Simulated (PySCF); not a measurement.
## Computed properties of C₅H₇F, SMILES FC(=C)C(=C)C

2-fluoro-3-methylbuta-1,3-diene (C₅H₇F), SMILES C(F)(C(=C)C)=C. Coordinates come from a PBE0-D3(BJ)/def2-SVP optimisation. The values are those of a single conformer. All values are computed for the isolated molecule unless a solvent is named; none is compared with measurement here.

**Structure.** The optimised structure has Cs symmetry. All 33 harmonic modes at PBE0-D3(BJ)/def2-SVP (PySCF) are real, so it is a minimum. With heavy atoms numbered as in [CH2:1]=[C:2]([CH3:3])[C:4](=[CH2:5])[F:6], the shortest bond between them is C4–C5 at 1.336 Å and the longest C2–C3 at 1.499 Å.

**Vibrations.** The strongest infrared lines (harmonic, unscaled, degenerate partners summed) lie at 1704 cm⁻¹ (62 km/mol, C 90 %, H 10 %), 870 cm⁻¹ (61 km/mol, H 66 %, C 34 %), 1213 cm⁻¹ (48 km/mol, C 61 %, H 30 %, F 9 %). The softest mode is at 97 cm⁻¹ and the zero-point energy is 66.6 kcal/mol.

**Electronic structure.** HF/def2-TZVP (PySCF) places the frontier levels at -9.06 and 2.68 eV, a gap of 11.74 eV, and gives a dipole moment of 1.76 D and a mean polarisability of 63.1 bohr³. PBE/def2-TZVP (PySCF) at the same geometry gives -5.86 and -1.92 eV, so its gap is 7.80 eV narrower. An orbital gap is neither the optical nor the fundamental gap.

**Excitations.** TDDFT-ωB97X/def2-SVPD (PySCF) has S1 at 5.93 eV (209 nm, f = 0.630, bright); the most intense of the 10 singlets computed lies at 5.93 eV (f = 0.63). T1 (TDA) is at 3.36 eV. TDDFT-PBE/def2-SVPD (PySCF) puts S1 at 5.33 eV. No vertical singlet excitation falls in the visible range (under 3.1 eV).

**NMR.** GIAO shifts at HF/pcSseg-1 (PySCF) (non-relativistic, atoms alike by connectivity averaged): ¹³C from 20.2 to 171.6 ppm against TMS; ¹H from 2.2 to 6.0 ppm against TMS; ¹⁹F at -99.5 ppm against CFCl3.

**Solvation.** SMD-ωB97X/6-31G* (PySCF) gives 1.5 kcal/mol in water, -2.2 kcal/mol in ethanol, -2.9 kcal/mol in acetone (1 M in both phases, gas-phase geometry); of these solvents acetone holds the molecule best.
